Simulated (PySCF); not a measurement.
# Two-component Hartree-Fock for Si¹⁰⁺ (silicon, charge +10)

Start: [He] 2s2. Calculated with PySCF 2.14 in an uncontracted even-tempered set (18 s from 0.3 bohr⁻², ratio 2.6; 11 p from 0.39 bohr⁻², ratio 2.6; 7 d from 0.4 bohr⁻², ratio 2.8; 4 f from 9.6 bohr⁻², ratio 2.8): generalised Hartree-Fock with the X2C-1e Hamiltonian and a Gaussian nucleus; spin-orbit coupling (SO) screened by Boettger's factors.

```tsv
spinor shell	electrons	ε, screened SO (eV)	weight of nominal j (screened SO)	rms radius, screened SO (bohr)
1s1/2	2	-2302.9	1.000	0.127
2s1/2	2	-471.91	1.000	0.520
```

```
   quantity  screened SO
E (hartree)   -224.38811
        M_J            0
       ⟨J²⟩        0.000
       ⟨L²⟩        0.000
       ⟨S²⟩        0.000
```
